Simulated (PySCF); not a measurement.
Species: FH7Si3.
InChI=1S/FH7Si3/c1-4(2)3/h4H,2-3H3

The closed-shell ground state was solved at several levels (PySCF, density fitting, gas phase, non-relativistic). Geometry: PBE0-D3(BJ)/def2-SVP; no solvent, vibrations or thermal averaging.

```csv
level,basis functions,total energy (Eh),HOMO (eV),LUMO (eV),gap (eV),dipole (D)
B3LYP/def2-SVPD,151,-972.2934,-7.79,-1.13,6.66,1.39
B97-2/pcSseg-2,263,-972.6751,-7.77,-1.02,6.75,1.37
```

What might PBE0/pcSseg-1 (124 basis functions) give for the same quantities?

Total energy -972.0602 Eh, HOMO -8.05 eV, LUMO -0.90 eV, gap 7.15 eV, dipole 1.38 D.

Over all these levels, which gives the widest orbital gap and which the narrowest?

PBE0/pcSseg-1 (global hybrid, 25 % exact exchange) has the widest, 7.15 eV, and B3LYP/def2-SVPD (global hybrid, 20 % exact exchange) the narrowest, 6.66 eV. Functional and basis both differ between the two, so the spread mixes both effects.

How far do the dipole and the HOMO energy spread over the levels?

The dipole runs from 1.37 to 1.39 D (mean 1.38 D) and the HOMO from -8.05 to -7.77 eV.
